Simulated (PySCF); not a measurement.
CH₃ClTe, SMILES C[Te]Cl.

Geometry optimised at PBE-D3(BJ)/def2-SVP. The def2 effective core potentials stand for the cores of Te; spin–orbit coupling is left out.

Computed with TDDFT-ωB97X/def2-SVPD run with PySCF.

Vertical excitations. Isolated molecule, no solvent. State labels are in the subgroup Cs.

Computed excitation energies, oscillator strengths and character:
```csv
state,symmetry,energy (eV),λ (nm),f,main pairs
S1,A",2.22,558,0.000,HOMO→LUMO 99 %
S2,A",4.48,277,0.000,"HOMO→LUMO+1 82 %, HOMO→LUMO+5 13 %"
S3,A',4.83,257,0.013,HOMO−1→LUMO 95 %
S4,A",5.64,220,0.000,HOMO−2→LUMO 91 %
S5,A",6.06,205,0.133,"HOMO→LUMO+2 67 %, HOMO→LUMO+3 24 %"
S6,A',6.20,200,0.042,HOMO−3→LUMO 82 %
S7,A",6.90,180,0.000,"HOMO→LUMO+3 59 %, HOMO→LUMO+2 23 %"
S8,A',6.95,178,0.117,HOMO→LUMO+4 95 %
S9,A",7.23,172,0.013,"HOMO→LUMO+5 76 %, HOMO→LUMO+1 12 %"
S10,A',7.52,165,0.088,"HOMO−1→LUMO+1 59 %, HOMO−4→LUMO 18 %"
T1,A",1.59,782,0,HOMO→LUMO 96 %
T2,A",3.91,317,0,"HOMO→LUMO+1 77 %, HOMO→LUMO+5 19 %"
T3,A',4.22,294,0,HOMO−1→LUMO 94 %
T4,A",5.10,243,0,HOMO−2→LUMO 93 %
```
Triplets are in the Tamm–Dancoff approximation, which puts them higher than full response would, so one can lie above its singlet here.
